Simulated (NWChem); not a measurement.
System: SiH2SeOCl2; SMILES Cl[Si](Cl)(O)[SeH]

```xyz
7

O      0.1628     0.8694    -1.9031
Si     0.0078     0.5090    -0.3041
Cl    -1.8127     1.1467     0.4397
Cl     1.5226     1.5668     0.5937
Se     0.0750    -1.7276     0.1444
H     -0.4390     0.4069    -2.5071
H      1.4078    -1.8769    -0.4868
```
Atoms are numbered in this order, from 1.

All runs: NWChem. Pople sets run with spherical d functions. Geometry: optimised at B3LYP/6-31G* (spherical d). B3LYP is NWChem's, with the RPA form of VWN correlation. Ions are spin-unrestricted doublets at the neutral geometry; other ion states weren't tried.

Problem. Among these, which level gives the lowest value of “−ε(HOMO) (eV)”?
(A) M06-2X/6-31G*
(B) Hartree-Fock/6-31G*
(C) B3LYP/6-31G*
(D) PBE/6-31G*

Solution. D, PBE/6-31G*. Values: PBE/6-31G* 6.41; B3LYP/6-31G* 7.35; M06-2X/6-31G* 8.85; Hartree-Fock/6-31G* 10.39
